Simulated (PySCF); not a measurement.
C4H10Si2, SMILES C=C1CC[Si@H]1[SiH3]. The structure is a stationary point at PBE-D3(BJ)/def2-SVP. The structure was generated by enumeration; whether it is a known compound was not checked.

Computed equilibrium geometry at PBE-D3(BJ)/def2-SVP (PySCF confirms it by a frequency run) as bond lengths and angles:
Atoms: C1 C2 C3 C4 Si5 Si6 H7 H8 H9 H10 H11 H12 H13 H14 H15 H16. Bond lengths (Å): C1–C2 1.343, C1–H7 1.102, C1–H8 1.106, C2–C3 1.533, C2–Si5 1.899, C3–C4 1.566, C3–H9 1.113, C3–H10 1.112, C4–Si5 1.925, C4–H11 1.108, C4–H12 1.107, Si5–Si6 2.353, Si5–H13 1.511, Si6–H14 1.507, Si6–H15 1.506, Si6–H16 1.508. Bond angles (°): C2–C1–H7 121.6, C2–C1–H8 121.8, H7–C1–H8 116.6, C1–C2–C3 129.9, C1–C2–Si5 138.9, C3–C2–Si5 90.7, C2–C3–C4 100.9, C2–C3–H9 109.9, C2–C3–H10 114.1, C4–C3–H9 110.4, C4–C3–H10 114.7, H9–C3–H10 106.7, C3–C4–Si5 88.8, C3–C4–H11 112.2, C3–C4–H12 115.7, Si5–C4–H11 111.9, Si5–C4–H12 119.0, H11–C4–H12 108.4, C2–Si5–C4 77.4, C2–Si5–Si6 117.3, C2–Si5–H13 115.0, C4–Si5–Si6 119.2, C4–Si5–H13 114.7, Si6–Si5–H13 110.1, Si5–Si6–H14 110.5, Si5–Si6–H15 109.4, Si5–Si6–H16 111.8, H14–Si6–H15 108.4, H14–Si6–H16 108.2, H15–Si6–H16 108.4.
Charge 0, spin multiplicity 1.
